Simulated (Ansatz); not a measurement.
B₂Sb⁺. Total charge 1; singlet. Geometry PBE-D4/def2-TZVP; atoms count from 1.

Cartesian coordinates in Å:
```
B -0.678 0.441 0.624
B -0.524 0.156 -0.864
Sb 1.202 -0.597 0.239
```

In the def2 sets Sb takes a core potential; there is no spin–orbit coupling. The structure comes from a short search, and lower isomers may exist.

Q: Estimate the Mulliken populations from the PBE0/def2-TZVP orbitals of Ansatz.

A: 
```csv
atom,charge (e)
B1,0.11
B2,0.11
Sb3,0.78
```
Mulliken values depend strongly on the basis.

Q: And the Mayer bond orders between heavy atoms (over 0.3)?

A: B1–B2 1.84 (1.52 Å); B1–Sb3 1.36 (2.18 Å); B2–Sb3 1.36 (2.18 Å).
